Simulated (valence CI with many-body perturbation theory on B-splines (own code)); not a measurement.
# E1 transitions of Ce XLVI

Method: valence CI with perturbative core correlation (CI+MBPT): three valence electrons over a frozen Dirac-Fock core [Ne], a basis of 11 s, 11 p, 9 d, 7 f, 5 g, 2 h, 1 i functions for each j, with the one-electron correlation potential Σ1, the two-electron term Σ2, the three-electron term Σ3, Breit, model QED; selected CI, second order for the rest (own B-spline code, finite nucleus).

The last digits are not significant, and no measured levels were compared; by estimate large intervals hold to a few tenths of a per cent, small ones and those within an open d or f shell to about a per cent.

Lines 51 to 100 of 275 in falling wavelength, among levels below 709.86 eV, chosen from the strongest by gf and those to the six lowest levels. Wavelengths and rates use the calculated energies. Electric multipoles are in the length gauge, E1 and E2 with the static RPA response of the core. Weak lines are less certain than strong ones. Lines between different terms over intervals too small for the method are left out, as are lines whose strength nearly cancels. The highest levels of a list are the least certain.

Levels are named by their leading jj configuration (3d3/2^4 stands for four electrons in 3d with j = 3/2), which in mixed levels can hold well under half, so a name can repeat and another be missing. Letters in brackets count levels of one name in rising energy.

| λ vac (Å) | Upper | Lower | A (s⁻¹) | S (a.u.) with core polarisation | S without |
| --- | --- | --- | --- | --- | --- |
| 78.58 | (3s 3p1/2 3d3/2) J=3/2 [a] | (3s 3p1/2 3p3/2) J=3/2 [a] | 1.01e+08 | 9.65e-05 | 9.75e-05 |
| 78.20 | (3s 3p1/2 3d3/2) J=3/2 [b] | (3s 3p1/2 3p3/2) J=3/2 [b] | 5.83e+09 | 5.51e-03 | 5.60e-03 |
| 75.19 | (3s 3p1/2 3d5/2) J=5/2 [a] | (3s 3p1/2 3p3/2) J=3/2 [b] | 9.36e+08 | 1.18e-03 | 1.20e-03 |
| 74.36 | (3s 3p1/2 3d3/2) J=5/2 | (3s 3p1/2 3p3/2) J=3/2 [a] | 4.36e+08 | 5.31e-04 | 5.39e-04 |
| 73.02 | (3s 3d3/2 3d5/2) J=7/2 [b] | (3s 3p3/2 3d5/2) J=7/2 [a] | 1.79e+10 | 2.76e-02 | 2.81e-02 |
| 72.81 | (3s^2 3d3/2) J=3/2 | (3s^2 3p3/2) J=3/2 | 3.02e+06 | 2.30e-06 | 2.12e-06 |
| 72.46 | (3s 3d3/2 3d5/2) J=7/2 [b] | (3s 3p3/2 3d3/2) J=5/2 [b] | 4.60e+10 | 6.91e-02 | 7.03e-02 |
| 71.40 | (3p1/2 3p3/2 3d5/2) J=3/2 [a] | (3p1/2 3p3/2^2) J=3/2 | 1.96e+10 | 1.41e-02 | 1.43e-02 |
| 70.74 | (3s 3p1/2 3d3/2) J=3/2 [b] | (3s 3p1/2 3p3/2) J=5/2 | 1.73e+05 | 1.21e-07 | 1.59e-07 |
| 70.51 | (3s 3p1/2 3d5/2) J=3/2 | (3s 3p1/2 3p3/2) J=1/2 | 3.67e+10 | 2.54e-02 | 2.58e-02 |
| 68.54 | (3s 3p1/2 3d5/2) J=5/2 [b] | (3s 3p1/2 3p3/2) J=3/2 [b] | 3.84e+10 | 3.66e-02 | 3.72e-02 |
| 68.48 | (3p1/2 3p3/2 3d5/2) J=5/2 [a] | (3p1/2 3p3/2^2) J=5/2 | 2.86e+10 | 2.72e-02 | 2.77e-02 |
| 68.27 | (3s 3p1/2 3d5/2) J=5/2 [a] | (3s 3p1/2 3p3/2) J=5/2 | 2.51e+09 | 2.37e-03 | 2.41e-03 |
| 67.85 | (3s 3p3/2 3d5/2) J=5/2 [a] | (3s 3p3/2^2) J=5/2 | 4.91e+10 | 4.54e-02 | 4.62e-02 |
| 67.40 | (3s 3p1/2 3d5/2) J=3/2 | (3s 3p1/2 3p3/2) J=3/2 [b] | 1.57e+10 | 9.51e-03 | 9.68e-03 |
| 66.73 | (3s 3p1/2 3d3/2) J=1/2 | (3s 3p1/2 3p3/2) J=3/2 [a] | 3.75e+09 | 1.10e-03 | 1.12e-03 |
| 66.14 | (3s 3d3/2 3d5/2) J=5/2 [b] | (3s 3p3/2 3d3/2) J=3/2 [b] | 3.88e+10 | 3.32e-02 | 3.38e-02 |
| 66.13 | (3s^2 3d5/2) J=5/2 | (3s^2 3p3/2) J=3/2 | 5.80e+10 | 4.97e-02 | 5.05e-02 |
| 66.04 | (3s 3d3/2 3d5/2) J=3/2 [b] | (3s 3p3/2 3d3/2) J=3/2 [b] | 2.61e+10 | 1.48e-02 | 1.51e-02 |
| 66.02 | (3s 3p1/2 3d3/2) J=3/2 [b] | (3s 3p1/2 3p3/2) J=3/2 [a] | 6.50e+09 | 3.69e-03 | 3.75e-03 |
| 65.96 | (3p1/2 3p3/2 3d5/2) J=1/2 | (3p1/2 3p3/2^2) J=1/2 | 1.43e+11 | 4.05e-02 | 4.12e-02 |
| 65.74 | (3s 3d3/2 3d5/2) J=9/2 | (3s 3p3/2 3d5/2) J=9/2 | 1.88e+10 | 2.64e-02 | 2.68e-02 |
| 65.71 | (3s 3d3/2 3d5/2) J=7/2 [a] | (3s 3p3/2 3d3/2) J=5/2 [a] | 9.09e+10 | 1.02e-01 | 1.04e-01 |
| 65.49 | (3s 3p1/2 3d5/2) J=7/2 | (3s 3p1/2 3p3/2) J=5/2 | 5.73e+10 | 6.35e-02 | 6.45e-02 |
| 65.45 | (3p1/2^2 3d5/2) J=5/2 | (3p1/2^2 3p3/2) J=3/2 | 4.52e+10 | 3.75e-02 | 3.81e-02 |
| 65.38 | (3s 3p3/2 3d5/2) J=1/2 | (3s 3p3/2^2) J=1/2 | 1.72e+11 | 4.75e-02 | 4.84e-02 |
| 65.23 | (3p1/2 3p3/2 3d5/2) J=3/2 [b] | (3p1/2 3p3/2^2) J=1/2 | 6.51e+10 | 3.57e-02 | 3.63e-02 |
| 65.15 | (3p1/2 3p3/2 3d5/2) J=7/2 [b] | (3p1/2 3p3/2^2) J=5/2 | 1.43e+11 | 1.56e-01 | 1.59e-01 |
| 65.12 | (3p1/2 3p3/2 3d5/2) J=5/2 [b] | (3p1/2 3p3/2^2) J=3/2 | 2.27e+11 | 1.86e-01 | 1.89e-01 |
| 64.65 | (3s 3p3/2 3d5/2) J=3/2 [a] | (3s 3p3/2^2) J=5/2 | 2.32e+10 | 1.24e-02 | 1.26e-02 |
| 64.56 | (3s 3p3/2 3d5/2) J=7/2 [a] | (3s 3p3/2^2) J=5/2 | 6.42e+10 | 6.82e-02 | 6.94e-02 |
| 64.20 | (3s 3p3/2 3d5/2) J=5/2 [b] | (3s 3p3/2^2) J=3/2 | 2.37e+11 | 1.86e-01 | 1.89e-01 |
| 64.00 | (3s 3p3/2 3d3/2) J=7/2 | (3s^2 3d5/2) J=5/2 | 1.33e+10 | 1.37e-02 | 1.40e-02 |
| 63.86 | (3s 3p1/2 3d5/2) J=5/2 [a] | (3s 3p1/2 3p3/2) J=3/2 [a] | 1.04e+11 | 8.02e-02 | 8.16e-02 |
| 63.56 | (3p1/2 3p3/2 3d5/2) J=5/2 [b] | (3p1/2 3p3/2^2) J=5/2 | 3.64e+10 | 2.77e-02 | 2.82e-02 |
| 63.42 | (3s 3d3/2 3d5/2) J=5/2 [a] | (3s 3p3/2 3d3/2) J=3/2 [a] | 1.06e+11 | 8.02e-02 | 8.15e-02 |
| 63.25 | (3s 3d3/2 3d5/2) J=9/2 | (3s 3p3/2 3d3/2) J=7/2 | 1.62e+11 | 2.03e-01 | 2.06e-01 |
| 63.17 | (3s 3p3/2 3d5/2) J=3/2 [b] | (3s 3p3/2^2) J=1/2 | 1.16e+11 | 5.76e-02 | 5.85e-02 |
| 62.74 | (3s 3p1/2 3d5/2) J=5/2 [b] | (3s 3p1/2 3p3/2) J=5/2 | 4.18e+10 | 3.05e-02 | 3.11e-02 |
| 62.74 | (3s 3d3/2 3d5/2) J=3/2 [a] | (3s 3p3/2 3d3/2) J=1/2 [a] | 1.06e+11 | 5.16e-02 | 5.25e-02 |
| 62.43 | (3s 3d3/2 3d5/2) J=3/2 [a] | (3s 3p3/2 3d3/2) J=3/2 [a] | 2.81e+10 | 1.35e-02 | 1.37e-02 |
| 61.78 | (3s 3p1/2 3d5/2) J=3/2 | (3s 3p1/2 3p3/2) J=5/2 | 2.49e+10 | 1.16e-02 | 1.18e-02 |
| 61.09 | (3p1/2 3p3/2 3d5/2) J=3/2 [b] | (3p1/2 3p3/2^2) J=5/2 | 3.67e+10 | 1.65e-02 | 1.68e-02 |
| 60.75 | (3s 3d3/2 3d5/2) J=7/2 [b] | (3s 3p3/2 3d3/2) J=7/2 | 4.39e+10 | 3.88e-02 | 3.96e-02 |
| 60.60 | (3s 3p3/2 3d5/2) J=7/2 [b] | (3s 3p3/2^2) J=5/2 | 2.44e+11 | 2.14e-01 | 2.18e-01 |
| 60.58 | (3s 3d3/2 3d5/2) J=5/2 [b] | (3s 3p3/2 3d3/2) J=7/2 | 3.13e+10 | 2.06e-02 | 2.10e-02 |
| 59.97 | (3s 3d3/2 3d5/2) J=7/2 [b] | (3s 3p3/2 3d3/2) J=5/2 [a] | 2.70e+10 | 2.30e-02 | 2.34e-02 |
| 59.80 | (3s 3d3/2 3d5/2) J=5/2 [b] | (3s 3p3/2 3d3/2) J=5/2 [a] | 7.36e+10 | 4.66e-02 | 4.75e-02 |
| 59.49 | (3s 3d3/2 3d5/2) J=3/2 [b] | (3s 3p3/2 3d3/2) J=3/2 [a] | 3.64e+10 | 1.51e-02 | 1.54e-02 |
| 59.36 | (3s 3p1/2 3p3/2) J=3/2 [a] | (3s^2 3p1/2) J=1/2 | 1.08e+09 | 4.47e-04 | 4.55e-04 |
